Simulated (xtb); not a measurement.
FHOS2W, SMILES [OH][W]([F])(=[S])=[S], multiplicity 1. All values are semi-empirical tight-binding results from xtb (GFN2-xTB unless named), good for trends rather than for accurate numbers. Geometry optimised at GFN2-xTB. The multiplicity is an assumed one; other spin states were not compared. Other conformers were not sampled.

Optimised geometry:

Bonded distances (Å): W1–S2 2.177, W1–S3 2.177, W1–F4 1.855, W1–O5 1.818, O5–H6 0.969. Bond angles (°): S2–W1–S3 106.3, S2–W1–F4 105.9, S2–W1–O5 111.0, S3–W1–F4 105.9, S3–W1–O5 111.0, F4–W1–O5 116.2, W1–O5–H6 172.2.

For metal compounds this method's bond lengths and energies can be far off.

```json
{
 "point_group_as_xtb_finds_it": "Cs",
 "orbital_gap": "2.19 eV",
 "zero_point_energy": "10.1 kcal/mol",
 "G − E(el) at 298.15 K (modified RRHO)": "-11.3 kcal/mol"
}
```

Computed atomic charges and the Wiberg bond orders between heavy atoms:
charges (e) W1 0.99, S2 -0.31, S3 -0.31, F4 -0.29, O5 -0.44, H6 0.36. Bond orders W1–S2 2.25, W1–S3 2.25, W1–F4 1.03, W1–O5 1.30.
